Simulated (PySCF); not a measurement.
**Excitation energy of O²⁺ by level of theory**

O²⁺ [He] 2s2 2p2 (3P) → O²⁺ [He] 2s1 2p2 3s1 (5P), as a difference of total energies. Calculation: PySCF 2.14, in aug-cc-pCVTZ-DK (7s6p4d2f, 59 functions); the spin-free X2C one-electron Hamiltonian (Gaussian nucleus). Correlated levels: valence: 1s2 frozen; valence and next inner shell: nothing frozen. The calculations carry no spin-orbit coupling.

| method | excitation energy (cm⁻¹) |
| --- | --- |
| UHF | 321560 |
| LDA | 335310 |
| PBE | 334860 |
| PBE0 | 334850 |
| r2SCAN | 333040 |
| revPBE | 335570 |
| BP86 | 337310 |
| r2SCANh | 333240 |
| PW91 | 335490 |
| MP2 (valence) | 334530 |
| SCS-MP2 (valence) | 338120 |
| MP2 (valence and next inner shell) | 334830 |
| SCS-MP2 (valence and next inner shell) | 338330 |

The promoted electron is Rydberg-like, and one or two diffuse shells describe it only roughly, which tends to raise the upper state.
